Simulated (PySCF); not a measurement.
Bonds (- single, = double, # triple, : aromatic): C1-C2, C2:C3, C3:C4, C4-Cl5, C4:C6, C6:P7, P7:C8, C8-C9, C8:C2. C1 carries H10, H11, H12; C3 carries H13; C6 carries H14; C9 carries H15, H16, H17.

Calculated, not measured (PySCF 2.14): geometry: GFN2-xTB, NMR shieldings at PBE0/pcSseg-1/GIAO. Averaged over atoms made equivalent by symmetry, fast rotation or ring inversion, non-relativistic, no solvent model, one conformer.

Referencing at the same level of theory: ¹³C (σ = 186.93 ppm) against TMS.

Do the ¹³C shifts follow the atomic charges (in e)? Tabulate both.

Answers


```csv
atoms,hybridisation,δ (ppm),σ para (ppm),Hirshfeld,IAO,Mulliken,ESP-fitted
C8,sp2,175.4,-254,-0.05,-0.21,-0.58,+0.32
C6,sp2,161.1,-237,-0.12,-0.40,-0.30,+0.09
C2,sp2,149.6,-222,+0.02,+0.03,-0.19,-0.06
C4,sp2,147.9,-215,+0.02,+0.01,-0.17,-0.33
C3,sp2,138.3,-204,-0.06,-0.16,+0.07,+0.14
C9,sp3,25.5,-85,-0.12,-0.42,-0.16,-0.52
C1,sp3,25.1,-86,-0.11,-0.42,-0.13,-0.60
```

Correlation coefficients of δ with charge over these carbons: Hirshfeld +0.55, IAO +0.61, Mulliken -0.40, ESP-fitted +0.86; with the paramagnetic shielding -1.00. Among the 5 sp2 carbons alone: Hirshfeld -0.32, IAO -0.47, Mulliken -0.99, ESP-fitted +0.54. With so few points, grouped by hybridisation, these coefficients are fragile. Charge is one influence among several: hybridisation and low-lying excitations act through the paramagnetic term.

Carbons that carry Cl, above all several Cl atoms, come out too deshielded, partly because spin–orbit coupling is missing. Shifts are as computed. Against solution values, carbons near 30 ppm lie about +3 ppm off and those near 130 ppm about +5 ppm; carbons on Cl a further +6 ppm. Of 1211 compounds with measured shifts, 218 miss one by over three times the rms of a fit or turn the order of signals round; such compounds aren't used in these exercises.
